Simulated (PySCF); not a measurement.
Compound: C₂H₈O₃Si₂.
SMILES with atom numbers: `[SiH3:1][O:2][SiH:3]1[O:4][CH2:5][CH2:6][O:7]1` (hydrogens: H8, H9, H10 on Si1; H11 on Si3; H12, H13 on C5; H14, H15 on C6)

The closed-shell ground state was solved at several levels (PySCF, density fitting, gas phase, non-relativistic). The structure is a single PBE0-D3(BJ)/def2-SVP conformer in the gas phase; no vibrational or solvent corrections.

```json
{"level": "CAM-B3LYP/def2-SVPD", "basis functions": "221", "HOMO (eV)": "-9.60", "LUMO (eV)": "0.92", "gap (eV)": "10.52", "dipole (D)": "1.52"}
{"level": "PBE0/pcSseg-1", "basis functions": "173", "HOMO (eV)": "-8.06", "LUMO (eV)": "0.30", "gap (eV)": "8.36", "dipole (D)": "1.65"}
```

(1) What might B97-2/pcSseg-1 (173 basis functions) give for the same quantities?

(2) Over all these levels, which gives the widest orbital gap and which the narrowest?

(3) How far do the dipole and the HOMO energy spread over the levels?

Results:

(1) HOMO -7.80 eV, LUMO 0.33 eV, gap 8.13 eV, dipole 1.63 D.

(2) CAM-B3LYP/def2-SVPD (range-separated hybrid) has the widest, 10.52 eV, and B97-2/pcSseg-1 (global hybrid, 21 % exact exchange) the narrowest, 8.13 eV. Functional and basis both differ between the two, so the spread mixes both effects.

(3) The dipole runs from 1.52 to 1.65 D (mean 1.60 D) and the HOMO from -9.60 to -7.80 eV.
